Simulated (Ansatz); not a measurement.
Geometry optimisation, RKS r2SCAN/def2-SVP (Ansatz 0.2.0).

Input file:

```yaml
crystal:
  periodic: [false, false, false]
  atoms:
    - { symbol: C, position_ang: [-0.47408, 1.14479, -0.63236] }
    - { symbol: "N", position_ang: [-0.49901, 0.17867, 0.19056] }
    - { symbol: Al, position_ang: [0.84093, -1.22469, 0.44782] }
    - { symbol: F, position_ang: [2.04643, -0.95665, -0.59969] }
    - { symbol: H, position_ang: [0.37659, 1.25448, -1.3021] }
    - { symbol: H, position_ang: [-1.27418, 1.88235, -0.70219] }
    - { symbol: H, position_ang: [-1.32796, 0.11996, 0.80381] }
    - { symbol: H, position_ang: [0.53641, -2.23801, 1.49925] }
total_charge: 1
basis:
  gaussian: { orbitals: def2-SVP }
hamiltonian:
  xc: r2scan
relax:
  f_tol: 0.015
  max_steps: 40
```

Launched with:

```bash
$ ansatz run input.yaml --threads 2 --pin off --max-ram 3072MiB --backend cpu --events-out ev --progress --plain --runs-dir out
```

Where does it end, and by what steps?

The forces met the threshold. Limits of this set-up: the dipole of an ion depends on the origin. After 5 steps the energy has fallen by 0.086 eV; F4 moved furthest, 0.24 Å.

```csv
step,energy less start (eV),largest force component (eV/Å),accepted
0,0.0000,1.057,yes
1,-0.0614,0.369,yes
2,-0.0806,0.156,yes
3,-0.0592,0.559,no
4,-0.0858,0.053,yes
5,-0.0863,0.013,yes
```

```xyz
8
Properties=species:S:1:pos:R:3
C -0.430 1.105 -0.629
N -0.543 0.160 0.236
Al 0.810 -1.213 0.458
F 1.921 -0.768 -0.671
H 0.465 1.139 -1.267
H -1.206 1.874 -0.741
H -1.404 0.187 0.799
H 0.612 -2.322 1.520
```

Whether the end is a true minimum wasn't checked by a vibrational analysis.

The run took 16 s on 2 threads of Arm Neoverse V1, on a shared host, peak memory 0.16 GiB.
